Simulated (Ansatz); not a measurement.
Z-matrix (Å, degrees):
```
Cu
Cu 1 2.285
```

The species carries charge 0 and has multiplicity 1.

(1) List the PBE0/def2-TZVPP orbital energies in eV (Ansatz 0.2.0). (Estimate.)

Answers

(1) Ansatz gave: Occupied: -8797.44, -8797.44, -1058.32, -1058.32, -926.82, -926.82, -926.81, -926.81, -926.81, -926.81, -117.41, -117.40, -76.12, -76.00, -75.98, -75.98, -75.97, -75.97, -8.00, -7.64, -7.64, -7.22, -7.22, -7.03, -7.03, -6.78, -6.78, -6.68, -5.72. Lowest empty: -2.12, 0.29, 0.29, 0.61, 2.50, 2.50, 2.80, 3.08.
